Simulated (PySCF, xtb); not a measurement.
Se(Cl)(OMe) (CH3ClOSe), SMILES CO[Se]Cl. Other conformers were not sampled.

Harmonic wavenumbers (cm⁻¹) from GFN2-xTB (xtb) at its own minimum, in rising order: 81, 129, 231, 280, 370, 528, 1005, 1125, 1131, 1399, 1459, 1471, 2950, 2958, 3003.

### Question
What does PySCF with PBE0-D3(BJ)/def2-SVP give at its own minimum? (The exact figures need the calculation; the answer reports its results.)

### Answer
104, 138, 252, 331, 395, 644, 1088, 1168, 1183, 1443, 1452, 1476, 3035, 3132, 3167. Paired by order, the mean absolute difference is 60 cm⁻¹ and the zero-point energies are 25.9 and 27.2 kcal/mol.
